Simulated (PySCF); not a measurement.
Si(Cl)(Me)2(SH) (C2H7ClSSi), SMILES C[Si](C)(S)Cl.

Geometry optimised at B3LYP-D3(BJ)/def2-SVP. The values are those of a single conformer.

All values below come from PBE/def2-TZVP run with PySCF.

Symmetry labels are those of the subgroup Cs that the program uses (full group Cs).

Computed valence orbital energies around the gap with their symmetry:
| orbital | symmetry | energy (eV) |
|---|---|---|
| HOMO−7 | A" | -9.98 |
| HOMO−6 | A' | -9.96 |
| HOMO−5 | A' | -8.96 |
| HOMO−4 | A" | -8.50 |
| HOMO−3 | A' | -8.11 |
| HOMO−2 | A' | -7.41 |
| HOMO−1 | A" | -7.36 |
| HOMO | A" | -6.17 |
| LUMO | A' | -0.62 |
| LUMO+1 | A' | -0.08 |
| LUMO+2 | A' | -0.03 |
| LUMO+3 | A' | 0.49 |
